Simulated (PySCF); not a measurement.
C₃H₈BFO, SMILES CCB(F)CO.

The structure is a stationary point at r2SCAN-D4/def2-SVP. This is a generated structure with no PubChem entry under its InChIKey; it may be hypothetical. The values are those of a single conformer.

The numbers are results of r2SCAN-D4/def2-SVP (PySCF), not measurements.

Harmonic, unscaled wavenumbers; measured fundamentals usually lie a few per cent lower.

Computed vibrational spectrum:
```json
[
 {"mode": "1", "ν (cm⁻¹)": "57", "IR (km/mol)": "1.0", "Raman (Å⁴/amu)": "0.1", "depolarisation": "0.74", "moving atoms (share of kinetic energy)": "H 55 %, C 35 %"},
 {"mode": "2", "ν (cm⁻¹)": "93", "IR (km/mol)": "3.8", "Raman (Å⁴/amu)": "0.2", "depolarisation": "0.75", "moving atoms (share of kinetic energy)": "H 47 %, C 25 %, O 17 %, F 10 %"},
 {"mode": "3", "ν (cm⁻¹)": "143", "IR (km/mol)": "0.6", "Raman (Å⁴/amu)": "0.2", "depolarisation": "0.75", "moving atoms (share of kinetic energy)": "O 31 %, C 27 %, H 20 %, F 14 %"},
 {"mode": "4", "ν (cm⁻¹)": "191", "IR (km/mol)": "4.9", "Raman (Å⁴/amu)": "0.1", "depolarisation": "0.68", "moving atoms (share of kinetic energy)": "H 77 %, C 13 %"},
 {"mode": "5", "ν (cm⁻¹)": "227", "IR (km/mol)": "3.6", "Raman (Å⁴/amu)": "0.1", "depolarisation": "0.10", "moving atoms (share of kinetic energy)": "C 38 %, F 28 %, H 20 %, O 12 %"},
 {"mode": "6", "ν (cm⁻¹)": "264", "IR (km/mol)": "136.6", "Raman (Å⁴/amu)": "2.8", "depolarisation": "0.69", "moving atoms (share of kinetic energy)": "H 81 %, O 10 %"},
 {"mode": "7", "ν (cm⁻¹)": "362", "IR (km/mol)": "13.7", "Raman (Å⁴/amu)": "0.4", "depolarisation": "0.74", "moving atoms (share of kinetic energy)": "H 59 %, B 31 %"},
 {"mode": "8", "ν (cm⁻¹)": "426", "IR (km/mol)": "0.6", "Raman (Å⁴/amu)": "2.6", "depolarisation": "0.38", "moving atoms (share of kinetic energy)": "F 32 %, O 27 %, C 23 %, H 12 %"},
 {"mode": "9", "ν (cm⁻¹)": "509", "IR (km/mol)": "4.6", "Raman (Å⁴/amu)": "1.4", "depolarisation": "0.63", "moving atoms (share of kinetic energy)": "C 48 %, H 19 %, F 14 %, B 11 %"},
 {"mode": "10", "ν (cm⁻¹)": "585", "IR (km/mol)": "2.7", "Raman (Å⁴/amu)": "0.5", "depolarisation": "0.50", "moving atoms (share of kinetic energy)": "H 72 %, C 26 %"},
 {"mode": "11", "ν (cm⁻¹)": "691", "IR (km/mol)": "1.8", "Raman (Å⁴/amu)": "6.3", "depolarisation": "0.09", "moving atoms (share of kinetic energy)": "C 51 %, H 24 %, F 22 %"},
 {"mode": "12", "ν (cm⁻¹)": "823", "IR (km/mol)": "27.0", "Raman (Å⁴/amu)": "0.2", "depolarisation": "0.75", "moving atoms (share of kinetic energy)": "H 61 %, B 22 %, C 16 %"},
 {"mode": "13", "ν (cm⁻¹)": "966", "IR (km/mol)": "11.3", "Raman (Å⁴/amu)": "5.1", "depolarisation": "0.58", "moving atoms (share of kinetic energy)": "H 78 %, C 19 %"},
 {"mode": "14", "ν (cm⁻¹)": "992", "IR (km/mol)": "10.5", "Raman (Å⁴/amu)": "0.7", "depolarisation": "0.69", "moving atoms (share of kinetic energy)": "H 61 %, C 20 %, B 18 %"},
 {"mode": "15", "ν (cm⁻¹)": "1032", "IR (km/mol)": "61.7", "Raman (Å⁴/amu)": "2.4", "depolarisation": "0.20", "moving atoms (share of kinetic energy)": "C 52 %, B 22 %, H 15 %, O 10 %"},
 {"mode": "16", "ν (cm⁻¹)": "1075", "IR (km/mol)": "57.4", "Raman (Å⁴/amu)": "4.2", "depolarisation": "0.56", "moving atoms (share of kinetic energy)": "C 49 %, O 24 %, H 24 %"},
 {"mode": "17", "ν (cm⁻¹)": "1138", "IR (km/mol)": "52.5", "Raman (Å⁴/amu)": "1.5", "depolarisation": "0.73", "moving atoms (share of kinetic energy)": "H 55 %, B 25 %, C 13 %"},
 {"mode": "18", "ν (cm⁻¹)": "1168", "IR (km/mol)": "12.7", "Raman (Å⁴/amu)": "5.9", "depolarisation": "0.72", "moving atoms (share of kinetic energy)": "H 82 %, C 12 %"},
 {"mode": "19", "ν (cm⁻¹)": "1239", "IR (km/mol)": "1.7", "Raman (Å⁴/amu)": "3.8", "depolarisation": "0.72", "moving atoms (share of kinetic energy)": "H 78 %, C 20 %"},
 {"mode": "20", "ν (cm⁻¹)": "1252", "IR (km/mol)": "86.8", "Raman (Å⁴/amu)": "3.5", "depolarisation": "0.73", "moving atoms (share of kinetic energy)": "H 46 %, B 26 %, C 16 %, F 11 %"},
 {"mode": "21", "ν (cm⁻¹)": "1348", "IR (km/mol)": "73.0", "Raman (Å⁴/amu)": "2.8", "depolarisation": "0.73", "moving atoms (share of kinetic energy)": "H 56 %, C 27 %, B 13 %"},
 {"mode": "22", "ν (cm⁻¹)": "1358", "IR (km/mol)": "146.2", "Raman (Å⁴/amu)": "7.1", "depolarisation": "0.74", "moving atoms (share of kinetic energy)": "H 43 %, B 28 %, C 22 %"},
 {"mode": "23", "ν (cm⁻¹)": "1384", "IR (km/mol)": "20.2", "Raman (Å⁴/amu)": "3.0", "depolarisation": "0.63", "moving atoms (share of kinetic energy)": "H 73 %, C 20 %"},
 {"mode": "24", "ν (cm⁻¹)": "1403", "IR (km/mol)": "31.3", "Raman (Å⁴/amu)": "7.7", "depolarisation": "0.67", "moving atoms (share of kinetic energy)": "H 64 %, C 17 %, B 15 %"},
 {"mode": "25", "ν (cm⁻¹)": "1408", "IR (km/mol)": "2.0", "Raman (Å⁴/amu)": "5.3", "depolarisation": "0.66", "moving atoms (share of kinetic energy)": "H 82 %, C 13 %"},
 {"mode": "26", "ν (cm⁻¹)": "1429", "IR (km/mol)": "2.1", "Raman (Å⁴/amu)": "19.1", "depolarisation": "0.57", "moving atoms (share of kinetic energy)": "H 83 %, C 9 %"},
 {"mode": "27", "ν (cm⁻¹)": "1475", "IR (km/mol)": "20.4", "Raman (Å⁴/amu)": "15.3", "depolarisation": "0.75", "moving atoms (share of kinetic energy)": "H 94 %"},
 {"mode": "28", "ν (cm⁻¹)": "1478", "IR (km/mol)": "7.4", "Raman (Å⁴/amu)": "18.6", "depolarisation": "0.75", "moving atoms (share of kinetic energy)": "H 97 %"},
 {"mode": "29", "ν (cm⁻¹)": "2936", "IR (km/mol)": "48.9", "Raman (Å⁴/amu)": "169.2", "depolarisation": "0.19", "moving atoms (share of kinetic energy)": "H 93 %"},
 {"mode": "30", "ν (cm⁻¹)": "2987", "IR (km/mol)": "24.9", "Raman (Å⁴/amu)": "106.3", "depolarisation": "0.12", "moving atoms (share of kinetic energy)": "H 94 %"},
 {"mode": "31", "ν (cm⁻¹)": "3036", "IR (km/mol)": "34.4", "Raman (Å⁴/amu)": "137.5", "depolarisation": "0.01", "moving atoms (share of kinetic energy)": "H 97 %"},
 {"mode": "32", "ν (cm⁻¹)": "3044", "IR (km/mol)": "7.7", "Raman (Å⁴/amu)": "109.4", "depolarisation": "0.62", "moving atoms (share of kinetic energy)": "H 92 %"},
 {"mode": "33", "ν (cm⁻¹)": "3045", "IR (km/mol)": "9.8", "Raman (Å⁴/amu)": "87.9", "depolarisation": "0.25", "moving atoms (share of kinetic energy)": "H 92 %, C 8 %"},
 {"mode": "34", "ν (cm⁻¹)": "3128", "IR (km/mol)": "21.6", "Raman (Å⁴/amu)": "86.9", "depolarisation": "0.74", "moving atoms (share of kinetic energy)": "H 90 %, C 10 %"},
 {"mode": "35", "ν (cm⁻¹)": "3132", "IR (km/mol)": "19.4", "Raman (Å⁴/amu)": "58.5", "depolarisation": "0.75", "moving atoms (share of kinetic energy)": "H 91 %, C 9 %"},
 {"mode": "36", "ν (cm⁻¹)": "3832", "IR (km/mol)": "22.5", "Raman (Å⁴/amu)": "52.0", "depolarisation": "0.21", "moving atoms (share of kinetic energy)": "H 94 %"}
]
```
